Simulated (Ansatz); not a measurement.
Z-matrix (Å, degrees):
```
Si
F 1 1.5861
F 1 1.5944 2 107.27
O 1 1.6302 2 105.34 3 -118.29
H 4 0.9620 1 118.35 2 178.08
```
Charge 0, spin multiplicity 2.

These are frozen-core CCSD(T)/def2-TZVPP // r2SCAN-D4/def2-TZVP (Ansatz, a first-principles code) values and carry that method's errors.

| Item | Result |
|---|---|
| HF energy | -563.54589 Ha |
| MP2 correlation energy | -0.83047 Ha |

### Question
Estimate the CCSD correlation energy, the (T) correction, the total energy and the T1 diagnostic.

### Answer

The CCSD correlation energy is -0.83527 Ha, the (T) correction comes out as -0.02576 Ha and the CCSD(T) total energy comes out as -564.40692 Ha. The T1 diagnostic is 0.014.
